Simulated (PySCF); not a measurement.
**MSe for M along group 14**

PBE with triple-zeta basis sets in PySCF, for the lowest determinant that a PBE0 search found; no spin–orbit coupling. De refers to high-spin ground-configuration atoms. A positive dipole means M(−)Se(+).

| M | basis | state (unpaired electrons) | Re (Å) | ωe (cm⁻¹) | De (eV) | μ (D) |
| --- | --- | --- | --- | --- | --- | --- |
| C | x2c-TZVPPall | singlet (closed shell) | 1.687 | 1020 | 6.65 | 2.13 |
| Ge | x2c-TZVPPall | singlet (closed shell) | 2.162 | 390 | 5.42 | -1.77 |
| Sn | def2-TZVPP | singlet (closed shell) | 2.356 | 318 | 4.93 | -2.91 |
| Pb | def2-TZVPP | singlet (closed shell) | 2.436 | 276 | 4.68 | -3.64 |

(1) The row for M = Si is missing. Estimate Re, ωe and De as the mean of the rows for C and Ge, and compare with the calculation.

The rows differ in basis set, which adds steps of its own.

These are scalar-relativistic numbers at best; spin–orbit coupling would shift them, the dissociation energy most.

Results:

(1) The means are 1.925 Å, 705 cm⁻¹ and 6.04 eV. PBE in x2c-TZVPPall gives SiSe as a singlet (closed shell) with Re = 2.082 Å, ωe = 559 cm⁻¹, De = 5.80 eV, so the estimate is off by -15.7 pm, +26 % and +0.23 eV.
